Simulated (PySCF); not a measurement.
Computed spin Hamiltonian

C5H9OS (doublet state).
Cartesian coordinates in Å at the GFN2-xTB level; atoms count from 1:
```xyz
16
C5H9OS angstrom
C     -2.333    0.118   -0.709
C     -0.979    0.425   -0.659
O     -0.266    0.746   -1.620
C     -0.317    0.265    0.723
C      0.859    1.191    0.947
S      0.132   -1.506    0.672
C      1.394   -1.498   -0.617
H     -2.888    0.318   -1.608
H     -2.878   -0.175    0.169
H     -1.047    0.335    1.529
H      1.447    0.873    1.805
H      0.491    2.199    1.129
H      1.489    1.218    0.061
H      1.063   -0.826   -1.413
H      1.484   -2.513   -0.987
H      2.339   -1.159   -0.204
```

The hyperfine couplings belong to this conformer and change with its torsions.

As a line formula: `[CH2]C(=O)[C@H](C)SC` [radical].

Computed with UKS B3LYP, pcH-1 on C H O S, non-relativistic, mean-field spin-orbit, GIAO (PySCF 2.14.0). Isolated species at its GFN2-xTB geometry (one conformer only). Couplings are sensitive to structure, and on GFN2-xTB geometries they can be far from those on DFT ones. Stability of the SCF solution: not tested.

```
g1, g2, g3        : 2.00322, 2.00392, 2.00547
g_iso             : 2.00421
Form of g         : rhombic: the two nearest values differ by 31 % of g3 − g1
⟨S²⟩              : 0.7617 (exact 0.7500)
α and β electrons : 32, 31
```

Isotropic coupling and dipolar principal values T1 to T3, in 10⁻⁴ cm⁻¹; ρ(0) is the spin density at the nucleus (1 × 10⁻⁴ cm⁻¹ = 2.998 MHz):

```
atom  isotope  a_iso  of which spin–orbit     T1     T2    T3  Mulliken spin population  ρ(0) (bohr⁻³)
  C1      13C   21.2                 -0.1  -21.0  -20.8  41.8                      0.82         0.0568
  C2      13C  -12.6                  0.0   -5.0    1.9   3.1                     -0.11        -0.0337
  O3      17O   -5.9                 -0.2  -26.1   12.7  13.4                      0.25         0.0282
  C4      13C    0.6                  0.0   -0.6   -0.5   1.1                      0.00         0.0014
  C5      13C   -0.2                  0.0   -0.1    0.0   0.2                      0.00        -0.0006
  S6      33S    2.3                  0.0   -4.4   -3.9   8.3                      0.10         0.0204
  C7      13C    0.5                  0.0   -0.6   -0.4   1.0                      0.00         0.0013
  H8       1H  -16.5                  0.0   -9.6   -0.7  10.3                     -0.03        -0.0110
  H9       1H  -16.4                  0.0  -10.0   -0.7  10.6                     -0.03        -0.0110
 H10       1H   -0.7                  0.0   -1.1   -0.6   1.7                      0.00        -0.0005
 H11       1H   -0.1                  0.0   -0.3   -0.2   0.5                      0.00        -0.0001
 H12       1H    0.0                  0.0   -0.4   -0.3   0.7                      0.00         0.0000
 H13       1H    0.0                  0.0   -0.6   -0.4   1.0                      0.00         0.0000
 H14       1H    4.4                  0.0   -1.5   -0.5   2.1                      0.00         0.0030
 H15       1H   -0.1                  0.0   -0.4   -0.3   0.7                      0.00        -0.0001
 H16       1H    4.3                  0.0   -0.4   -0.2   0.6                      0.00         0.0029
```

Largest spin populations (Mulliken): C1 (+0.82), O3 (+0.25), C2 (-0.11) and S6 (+0.10). The positive populations add up to 1.18 and the negative ones to -0.18, together 2S = 1. The angles at C1 add up to 359.4°, so it is planar; its axial dipolar tensor and the negative couplings of its protons fit spin in a p orbital normal to that plane.

Under fast tumbling the dipolar parts average out, and these isotropic splittings remain: 1 × 1H (H8, I = 1/2, 2 lines) with 1.76 mT, 1 × 1H (H9, I = 1/2, 2 lines) with 1.76 mT, 3 × 1H (H14/H15/H16, I = 1/2, 4 lines) with 0.31 mT and 1 × 1H (H10, I = 1/2, 2 lines) with 0.07 mT.

Nuclei that the bonding pattern makes equivalent are averaged, as if the motion that swaps them (rotation, inversion, ring flip) were fast. H8 and H9 aren't averaged: C1 is flat or nearly so (angle sum 359°), and its turn about the short C1–C2 bond (1.39 Å) is taken as slow. The three 1H nuclei of mean +8.6 MHz run from -0.4 to 13.3 MHz in the frozen geometry.

The 17O coupling of O3 (-17.6 MHz) shows only in satellite lines or after enrichment, since that isotope makes up about 0.038 % of natural oxygen.

The 13C coupling of C1 (63.7 MHz) shows only in satellite lines or after enrichment, since that isotope makes up about 1.07 % of natural carbon.

Examples of negative spin density at the nucleus (bohr⁻³): C2 (-0.0337), H8 (-0.0110) and H9 (-0.0110).
